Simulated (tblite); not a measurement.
C4H12FNSi2.
SMILES with atom numbers: `[NH2:1][SiH2:2][C@@H:3]1[SiH2:4][CH2:5][CH2:6][C@H:7]1[F:8]` (hydrogens: H9, H10 on N1; H11, H12 on Si2; H13 on C3; H14, H15 on Si4; H16, H17 on C5; H18, H19 on C6; H20 on C7)

The geometry is computed with GFN2-xTB (gas phase).

Task: What internal coordinates does the optimisation give?

Result: 
```json
{"bond": "N1–Si2", "length (bohr)": "3.258"}
{"bond": "Si2–C3", "length (bohr)": "3.589"}
{"bond": "C3–Si4", "length (bohr)": "3.604"}
{"bond": "Si4–C5", "length (bohr)": "3.598"}
{"bond": "C5–C6", "length (bohr)": "2.892"}
{"bond": "C6–C7", "length (bohr)": "2.877"}
{"bond": "C7–F8", "length (bohr)": "2.636"}
{"bond": "C3–C7", "length (bohr)": "2.878"}
{"bond": "N1–H9, N1–H10", "length (bohr)": "1.904"}
{"bond": "Si2–H11", "length (bohr)": "2.767"}
{"bond": "Si2–H12", "length (bohr)": "2.782"}
{"bond": "C3–H13", "length (bohr)": "2.064"}
{"bond": "Si4–H14", "length (bohr)": "2.771"}
{"bond": "Si4–H15", "length (bohr)": "2.769"}
{"bond": "C5–H16", "length (bohr)": "2.056"}
{"bond": "C5–H17", "length (bohr)": "2.059"}
{"bond": "C6–H18", "length (bohr)": "2.064"}
{"bond": "C6–H19", "length (bohr)": "2.061"}
{"bond": "C7–H20", "length (bohr)": "2.072"}
```

Bonds in one row agree within 0.02 bohr and their mean is given. A selection of angles:
```json
{"angle": "N1–Si2–C3", "degrees": "106.2"}
{"angle": "Si2–C3–Si4", "degrees": "114.8"}
{"angle": "Si2–C3–C7", "degrees": "112.0"}
{"angle": "Si4–C3–C7", "degrees": "103.6"}
{"angle": "C3–Si4–C5", "degrees": "94.1"}
{"angle": "Si4–C5–C6", "degrees": "104.8"}
{"angle": "C5–C6–C7", "degrees": "108.5"}
{"angle": "C6–C7–F8", "degrees": "108.4"}
{"angle": "C3–C7–C6", "degrees": "109.6"}
{"angle": "C3–C7–F8", "degrees": "109.1"}
{"angle": "H9–N1–Si2", "degrees": "118.9"}
{"angle": "H10–N1–Si2", "degrees": "118.7"}
```

Torsions: N1–Si2–C3–Si4 169° (antiperiplanar); Si2–C3–Si4–C5 -108° (anticlinal); C3–Si4–C5–C6 11° (synperiplanar); Si4–C5–C6–C7 -34° (synclinal); C5–C6–C7–F8 -70° (synclinal); Si2–C3–C7–C6 86° (synclinal).

Si4 (SiH2 silicon) has angles from 94.1° to 113.4°. Of the pairs four or more bonds apart, Si2···H19 is among the closest relative to their van der Waals radii: 3.17 Å, 96 % of the sum of Bondi's values. Si2 (SiH2 silicon) is distorted tetrahedral (angles from 104.4° to 116.0°). The 5-membered ring C3–Si4–C5–C6–C7 has internal angles of 94.1° to 109.6° (sum 521°, against 540° for a flat polygon); it is puckered, 0.19 Å rms from its mean plane, widest ring torsion 49°. N1 (silicon-bound nitrogen) is pyramidal (angles 118.9°, 118.7° and 109.6°, sum 347.2°, 0.25 Å off the plane of its three neighbours).

Point group: C1 (no symmetry element, even within 0.4 Å). Its GFN2-xTB frequencies are all real (lowest 42 cm⁻¹). The numbers are those of one conformer (H–N1–Si2–C3 45° and -177°, N1–Si2–C3–Si4 169°, Si2–C3–Si4–C5 -108°, C3–Si4–C5–C6 11°, Si4–C5–C6–C7 -34°, C5–C6–C7–F8 -70°). 3 starts were optimised and ended at 0.00, 0.51 and 0.69 kcal/mol (GFN2-xTB); the lowest of these is shown.
